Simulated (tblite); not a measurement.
Compound: C7H4N (doublet state).
Atom-mapped SMILES: `[N:1]#[C:2][c:3]1[cH:4][cH:5][c:6][cH:7][cH:8]1` (hydrogens: H9 on C4; H10 on C5; H11 on C7; H12 on C8)

Structure used (GFN2-xTB), in Å, numbered top down from 1:
```
atom  x, y, z in Å
N1     3.2926   -0.6413   -0.3810
C2     2.1750   -0.4236   -0.2521
C3     0.7945   -0.1556   -0.0929
C4    -0.0894   -1.2118    0.1287
C5    -1.4451   -0.9446    0.2847
C6    -1.8402    0.3593    0.2109
C7    -1.0158    1.4252   -0.0043
C8     0.3407    1.1618   -0.1617
H9     0.2783   -2.2266    0.1770
H10   -2.1435   -1.7489    0.4559
H11   -1.3852    2.4379   -0.0550
H12    1.0392    1.9676   -0.3363
```

Computed geometry: GFN2-xTB, gas phase. This method treats the open shell by occupation alone, without spin polarisation.

Take the most abundant isotopes and a rigid rotor. 

Q: What are A, B and C (MHz)?

A: Ia = 89.27, Ib = 306.22, Ic = 395.49 u·Å²; 505379 MHz·u·Å²/I gives A = 5662, B = 1650, C = 1278 MHz.

Q: What kind of rotor is it?

A: An asymmetric top; Ray's κ = -0.830.

Q: What does the inertial defect say?

A: Planar: Δ = Ic − Ia − Ib = 0.00 u·Å². For a rigid frame Δ = −2 Σ m c², so it vanishes when all atoms lie in the ab plane; here none is more than 0.01 Å from it.

Q: Where do the levels up to J = 3 lie, in cm⁻¹?

A: Above 0(0,0):
J = 1: 1(0,1) 0.0977, 1(1,1) 0.2315, 1(1,0) 0.2439
J = 2: 2(0,2) 0.2922, 2(1,2) 0.4144, 2(1,1) 0.4517, 2(2,1) 0.8531, 2(2,0) 0.8539
J = 3: 3(0,3) 0.5819, 3(1,3) 0.6883, 3(1,2) 0.7628, 3(2,2) 1.1461, 3(2,1) 1.1502, 3(3,1) 1.8466, 3(3,0) 1.8467

Q: Estimate the classical rotational partition function at 25 K, 50 K and 100 K.

A: Point group C2v, symmetry number σ = 2; q = (√π/σ)·√((kT/h)³/(ABC)), k/h = 20836.6 MHz/K: 3050 at 25 K, 8620 at 50 K, 24400 at 100 K.

For this open shell read J as N, the rotation without spin; fine and hyperfine splittings come on top. Its GFN2-xTB frequencies are all real (lowest 136 cm⁻¹). Zero-point vibration and centrifugal distortion are left out.
